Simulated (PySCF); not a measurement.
Isomers of C8H14S, from PBE0-D3(BJ)/def2-SVP geometry optimisation, gas phase (PySCF 2.14.0). One conformer each, no zero-point energy, no frequencies.

Question: Which isomer lies lower at this level?
A. `[CH3:1][C:2](=[S:3])[CH2:4][C:5]([CH3:6])=[C:7]([CH3:8])[CH3:9]` with C1–C2–C4–C5 -76°, C2–C4–C5–C6 -74°: A = 2352, B = 787.5, C = 661.4 MHz, dipole 3.07 D
B. `[CH2:1]=[CH:2][C@@H:3]1[CH2:4][CH2:5][CH2:6][CH2:7][S:8][CH2:9]1` with C1–C2–C3–C4 -112°, C2–C3–C4–C5 -168°, C3–C4–C5–C6 93°, C4–C5–C6–C7 -71°, C5–C6–C7–S8 58°: A = 2247, B = 992.6, C = 767.4 MHz, dipole 1.77 D

Answer: B. That is `C=C[C@@H]1CCCCSC1`, 7.5 kcal/mol below the other.

| SMILES | mapped SMILES | E (Eh) | relative (kcal/mol) | relative (kJ/mol) | dipole (D) |
| --- | --- | --- | --- | --- | --- |
| C=C[C@@H]1CCCCSC1 | [CH2:1]=[CH:2][C@@H:3]1[CH2:4][CH2:5][CH2:6][CH2:7][S:8][CH2:9]1 | -710.60649 | 0.0 | 0.0 | 1.77 |
| CC(=S)CC(C)=C(C)C | [CH3:1][C:2](=[S:3])[CH2:4][C:5]([CH3:6])=[C:7]([CH3:8])[CH3:9] | -710.59446 | 7.5 | 31.6 | 3.07 |

As drawn, the higher has a C=S bond, which the lower lacks.
